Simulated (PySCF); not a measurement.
**Unknown compound**

An unknown has the formula C$_{7}$H$_{6}$ClN. Its calculated NMR data are:

¹H NMR (400 MHz, computed): δ 6.01 (d, 1H), 4.39 (s, 2H), 3.63 (s, 2H), 3.24 (d, 1H).

¹³C{¹H} NMR (computed): δ 153.4 (C), 120.9 (C), 120.3 (CH), 98.3 (CH), 83.5 (C), 53.4 (CH2), 19.9 (CH2).

PySCF 2.14 calculation with PBE0/pcSseg-1 with gauge-including orbitals and geometry: GFN2-xTB; no solvent, one conformer, no relativistic terms, equivalent nuclei averaged.

Referencing at the same level of theory: ¹H (31.72 ppm) and ¹³C (186.93 ppm) against TMS.

Task: Propose a structure and justify it.

Result: 
1. The formula gives 5 degrees of unsaturation (no ring in the answer).
2. 7 carbon signals for 7 carbons: no two carbons are equivalent.
3. Carbon types of the structure: 3 × C, 2 × CH, 2 × CH2, which accounts for all hydrogens.
4. δC 153.4: fully substituted alkene carbon; an sp2 carbon of a C=C bond.
5. δC 120.9: nitrile carbon; this is the usual window of a C≡N carbon, which has no attached hydrogen.
6. δC 120.3: alkene CH; an sp2 carbon of a C=C bond.
7. δC 98.3: terminal alkyne carbon; sp carbons lie upfield of alkene carbons because the cylindrical π system leaves one tensor component strongly shielded.
8. δC 83.5: alkyne carbon; sp carbons lie upfield of alkene carbons because the cylindrical π system leaves one tensor component strongly shielded.
9. δC 53.4: allylic sp3 CH2 bonded to Cl; deshielded by the electronegative neighbour.
10. δH 4.39: hydrogen on an allylic sp3 CH2 bonded to Cl; its carbon carries Cl, an electronegative neighbour.

The compound is `C#C/C=C(/CCl)CC#N`.

This is the structure that produced the data.

Carbons that carry Cl, above all several Cl atoms, come out too deshielded, partly because spin–orbit coupling is missing. Shifts are as computed. Against solution values, carbons near 30 ppm lie about +3 ppm off and those near 130 ppm about +5 ppm; carbons on Cl a further +6 ppm. Of 1211 compounds with measured shifts, 218 miss one by over three times the rms of a fit or turn the order of signals round; such compounds aren't used in these exercises. Multiplicities follow the n + 1 count of equivalent neighbours, as no J values were calculated; m marks all less simple cases, F and P coupling included.
